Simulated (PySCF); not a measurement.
Correlation energy of N+ (nitrogen, charge +1)

[He] 2s2 2p2, high-spin 3P determinant. All numbers are calculated (PySCF 2.14, scalar relativity by spin-free X2C-1e, in x2c-TZVPPall with one added diffuse shell each of s, p, d type (6s4p3d1f, 40 functions)). Frozen: 1s2; 4 electrons correlated.

```
  level  correlation energy (mhartree)
   CCSD                         -91.82
    (T)                          -1.58
CCSD(T)                         -93.40
  CCSDT                         -93.74
```

Diagnostics: T1 = 0.0063, D1 = 0.0125, largest double amplitude 0.119.

Cost of the coupled-cluster step: roughly 0.7 core-seconds, for 4 correlated electrons.
